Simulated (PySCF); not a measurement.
C4H11O2Si (SMILES CCO[SiH]OCC), doublet, geometry from GFN2-xTB; MN15/STO-3G (PySCF).

The PySCF input:
```python
from pyscf import gto, scf, dft

mol = gto.M(
    atom='''
C    -3.236073   -0.472017    0.214621
C    -2.172387    0.100559    1.139311
O    -0.910195    0.170747    0.558787
Si   -0.089285   -0.892831   -0.373844
O     1.427478   -0.351861   -0.466537
C     1.887663    0.976425   -0.577948
C     3.318325    1.061068   -0.072607
H    -4.205226   -0.442831    0.705113
H    -3.285859    0.108675   -0.702875
H    -2.992093   -1.501254   -0.036526
H    -2.439201    1.124046    1.429212
H    -2.112489   -0.509530    2.050712
H    -0.717699   -0.976577   -1.691457
H     1.238472    1.642136   -0.000112
H     1.838278    1.272705   -1.633379
H     3.690356    2.077413   -0.174916
H     3.359208    0.769301    0.973628
H     3.952804    0.388242   -0.643844
''',
    basis='sto-3g',
    charge=0,
    spin=1,
    verbose=4,
)

mf = dft.UKS(mol)
mf.xc = 'mn15'
mf.grids.radi_method = dft.radi.delley
mf.kernel()
mf.analyze()
```

The log (banner, timings and long lists left out):

```
PySCF version 2.14.0

[INPUT] verbose = 4
[INPUT] num. atoms = 18
[INPUT] num. electrons = 65
[INPUT] charge = 0
[INPUT] spin (= nelec alpha-beta = 2S) = 1
[INPUT] symmetry False subgroup None
[INPUT] Mole.unit = angstrom
[INPUT] Symbol           X                Y                Z      unit          X                Y                Z       unit  Magmom
[...]
nuclear repulsion = 388.338891895056
number of shells = 34
number of NR pGTOs = 150
number of NR cGTOs = 50
basis = sto-3g
ecp = {}

******** <class 'pyscf.dft.uks.UKS'> ********
method = UKS
initial guess = minao
damping factor = 0
level_shift factor = 0
DIIS = <class 'pyscf.scf.diis.CDIIS'>
diis_start_cycle = 1
diis_space = 8
diis_damp = 0
SCF conv_tol = 1e-09
SCF conv_tol_grad = None
SCF max_cycles = 50
direct_scf = True
direct_scf_tol = 1e-13
number electrons alpha = 33  beta = 32
XC library pyscf.dft.libxc version 7.1.2
    S. Lehtola, C. Steigemann, M. J. T. Oliveira, and M. A. L. Marques,  SoftwareX 7, 1–5 (2018)
XC functionals = mn15
    H. S. Yu, X. He, S. L. Li, and D. G. Truhlar,  Chem. Sci. 7, 5032–5051 (2016)
    H. S. Yu, X. He, S. L. Li, and D. G. Truhlar,  Chem. Sci. 7, 5032–5051 (2016)
radial grids: B. Delley radial grids. Ref. JCP 104, 9848 (1996); DOI:10.1063/1.471749. log2 algorithm
becke partition: Becke, JCP 88, 2547 (1988); DOI:10.1063/1.454033
pruning grids: <function nwchem_prune>
grids dens level: 3
symmetrized grids: False
atomic radii adjust function: <function treutler_atomic_radii_adjust>
small_rho_cutoff = 0
Set gradient conv threshold to 3.16228e-05
tot grids = 227592
init E= -589.872404912438

cycle= 1 E= -588.924458151103  delta_E= 0.948  |g|= 0.508  |ddm|= 3.68
cycle= 2 E= -588.909036851694  delta_E= 0.0154  |g|= 0.577  |ddm|= 1.52
cycle= 3 E= -589.107552938134  delta_E= -0.199  |g|= 0.0373  |ddm|= 0.814
cycle= 4 E= -589.108093752436  delta_E= -0.000541  |g|= 0.0284  |ddm|= 0.0989
cycle= 5 E= -589.108616556593  delta_E= -0.000523  |g|= 0.00366  |ddm|= 0.0458
cycle= 6 E= -589.108628155867  delta_E= -1.16e-05  |g|= 0.00123  |ddm|= 0.00851
cycle= 7 E= -589.108629981806  delta_E= -1.83e-06  |g|= 0.000271  |ddm|= 0.00355
cycle= 8 E= -589.108630153775  delta_E= -1.72e-07  |g|= 4.77e-05  |ddm|= 0.00137
cycle= 9 E= -589.108630160105  delta_E= -6.33e-09  |g|= 1.45e-05  |ddm|= 0.000235
cycle= 10 E= -589.108630160571  delta_E= -4.66e-10  |g|= 6.3e-06  |ddm|= 6.26e-05
Extra cycle  E= -589.108630160628  delta_E= -5.66e-11  |g|= 3.29e-06  |ddm|= 2.06e-05
[...]
converged SCF energy = -589.108630160628  <S^2> = 0.75117076  2S+1 = 2.0011704
Total Energy =                        -589.108630160628081
[...]
spin_pop of  6 C 2py      -0.00023
spin_pop of  6 C 2pz      -0.00033
spin_pop of  7 H 1s       -0.00016
spin_pop of  8 H 1s       -0.00013
spin_pop of  9 H 1s       -0.00037
spin_pop of  10 H 1s        0.00436
spin_pop of  11 H 1s        0.00671
spin_pop of  12 H 1s        0.05007
spin_pop of  13 H 1s       -0.00162
spin_pop of  14 H 1s        0.00014
spin_pop of  15 H 1s        0.00049
spin_pop of  16 H 1s        0.00027
spin_pop of  17 H 1s        0.00028
 ** Mulliken Spin Density (per atom)  **
spin density of  0 C =      0.00106
spin density of  1 C =     -0.00815
spin density of  2 O =      0.15477
spin density of  3 Si =      0.72098
spin density of  4 O =      0.04449
spin density of  5 C =      0.02904
spin density of  6 C =     -0.00224
spin density of  7 H =     -0.00016
spin density of  8 H =     -0.00013
spin density of  9 H =     -0.00037
spin density of  10 H =      0.00436
spin density of  11 H =      0.00671
spin density of  12 H =      0.05007
spin density of  13 H =     -0.00162
spin density of  14 H =      0.00014
spin density of  15 H =      0.00049
spin density of  16 H =      0.00027
spin density of  17 H =      0.00028
 ** Mulliken pop alpha/beta on meta-lowdin orthogonal AOs **
 ** Mulliken pop       alpha | beta **
In total            33.00000 | 32.00000
 ** Mulliken atomic charges   ( Nelec_alpha | Nelec_beta ) **
charge of  0C =     -0.14942  (     3.07524      3.07418 )
charge of  1C =      0.02641  (     2.98272      2.99087 )
charge of  2O =     -0.26405  (     4.20941      4.05464 )
charge of  3Si =      0.54862  (     7.08618      6.36520 )
charge of  4O =     -0.28370  (     4.16409      4.11960 )
charge of  5C =      0.02269  (     3.00317      2.97414 )
charge of  6C =     -0.13900  (     3.06838      3.07062 )
charge of  7H =      0.05033  (     0.47476      0.47491 )
charge of  8H =      0.04828  (     0.47579      0.47593 )
charge of  9H =      0.04333  (     0.47815      0.47852 )
charge of  10H =      0.03804  (     0.48316      0.47880 )
charge of  11H =      0.02794  (     0.48938      0.48267 )
charge of  12H =     -0.16343  (     0.60675      0.55668 )
charge of  13H =      0.02920  (     0.48459      0.48621 )
charge of  14H =      0.02433  (     0.48790      0.48776 )
charge of  15H =      0.04524  (     0.47763      0.47713 )
charge of  16H =      0.04696  (     0.47666      0.47638 )
charge of  17H =      0.04824  (     0.47602      0.47574 )
Dipole moment(X, Y, Z, Debye): -1.11476,  0.03874,  0.31291
```
